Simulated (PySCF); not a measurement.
## ZrI3: from structure and modes to constants

These are results of UPBE0/[Zr def2-TZVP with ECP28, I def2-TZVP with ECP28], scalar-relativistic core potentials, density fitting, no spin–orbit coupling, PySCF, not measurements.

The doublet minimum has D3h symmetry. Masses (u): Zr 89.90470, I 126.90447.

```xyz
4
charge 0 multiplicity 2, angstrom
Zr    0.0000    0.0000    0.0000
I     2.6874    0.0000    0.0000
I    -1.3437    2.3273    0.0000
I    -1.3437   -2.3273    0.0000
```

Harmonic wavenumbers (cm⁻¹): 41.4 (e', ×2), 45.3 (a2'', ×1), 156.8 (a1', ×1), 266.3 (e', ×2).

**Question.** Find the principal moments of inertia and the rotational constants. What kind of rotor is it?

**Answer.** About the centre of mass I = 1374.7, 1374.7, 2749.5 u Å². With B = 16.8576/I this gives 0.01226, 0.01226, 0.006131 cm⁻¹. The molecule is an oblate symmetric top.

**Question.** What is the harmonic zero-point energy?

**Answer.** Half the sum of all 6 wavenumbers, 817/2 = 409 cm⁻¹, which is 4.9 kJ/mol (1 cm⁻¹ = 0.0119627 kJ/mol).

Other isomers or separated fragments may lie lower. Open d and f shells are described by one determinant, and the ground state may have another occupation or spin. No spin–orbit coupling is included, which matters more the heavier the element.
